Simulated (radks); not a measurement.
Task: Successive ionisation energies (eV) of one element, from differences of total energies of ions in their ground configurations, starting at charge 0: 7.367, 14.155, 29.483, 39.840, 77.627, 96.653, 116.55, 137.23, 158.58, 187.10, 210.62, 234.77, 259.50, 284.77, 379.95, 406.97, 433.91, 469.50, 498.01, 526.36, 596.19, 628.78. Calculated with a radial shooting solver on a logarithmic mesh with Libxc functionals: non-relativistic Kohn-Sham, PBE, spin-polarised, spherical densities, point nucleus; open shells are filled with parallel spins first (spin-orbit coupling, left out, can overturn this in heavy ions); relativity is left out, which matters for an element this heavy. Which element is it?

Result: Tin (Z = 50). The first species listed is Sn in [Kr] 4d10 5s2 5p2, the last Sn21+ in [Ar] 3d10 4s1.
